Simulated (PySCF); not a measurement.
## Shieldings and the share of exact exchange

Molecule: `C=C(C)[O][AlH2]`, C3H7AlO.

Cartesian coordinates in Å; atom numbers follow the order of the lines, from 1:
```xyz
12

C    -1.3833   -1.4040   -0.5381
C    -0.5034   -0.4058   -0.3828
C    -0.8773    0.9841    0.0303
O     0.8096   -0.6134   -0.5995
Al    2.3482    0.1312   -0.6336
H    -1.0451   -2.3959   -0.8423
H    -2.4466   -1.2392   -0.3629
H    -0.5725    1.7140   -0.7388
H    -1.9583    1.0810    0.1916
H    -0.3582    1.2670    0.9618
H     3.5453   -0.8321   -0.9912
H     2.4813    1.6788   -0.3194
```

GIAO shieldings (ppm, equivalent atoms averaged) in PySCF 2.14.0 with density-fitted response routines on the PBE0-D3(BJ)/def2-SVP geometry, basis pcSseg-2, gas phase, non-relativistic:

| functional | exact exchange (%) | σ(C1) | σ(C3) | σ(O4) | σ(Al5) |
| --- | --- | --- | --- | --- | --- |
| BLYP | 0 | 78.9 | 149.1 | 102.9 | 373.4 |
| BP86 | 0 | 82.2 | 153.2 | 107.2 | 376.5 |
| PBE | 0 | 82.3 | 153.6 | 105.6 | 375.8 |
| B3LYP | 20 | 81.2 | 153.6 | 125.4 | 383.6 |
| PBE0 | 25 | 85.2 | 158.7 | 133.6 | 390.3 |
| mPW1PW91 | 25 | 84.4 | 158.0 | 135.1 | 391.8 |
| HF | 100 | 94.7 | 167.6 | 193.1 | 434.1 |

Problem. Fit each shielding as a line in the percentage of exact exchange.

Solution. σ(C1) = 80.8 + 0.14 x (rms 1.4 ppm); σ(C3) = 152.4 + 0.16 x (rms 1.9 ppm); σ(O4) = 107.6 + 0.88 x (rms 3.4 ppm); σ(Al5) = 375.0 + 0.59 x (rms 1.7 ppm). The functionals also differ in their semilocal parts, which the line can't hold; Hartree–Fock has no correlation at all.

Problem. What does the line predict for BHandHLYP (50 %), and what does the run give?

Solution. σ(C1): 87.8 predicted, 85.3 computed; σ(C3): 160.4 predicted, 159.3 computed; σ(O4): 151.6 predicted, 153.6 computed; σ(Al5): 404.5 predicted, 400.0 computed ppm.
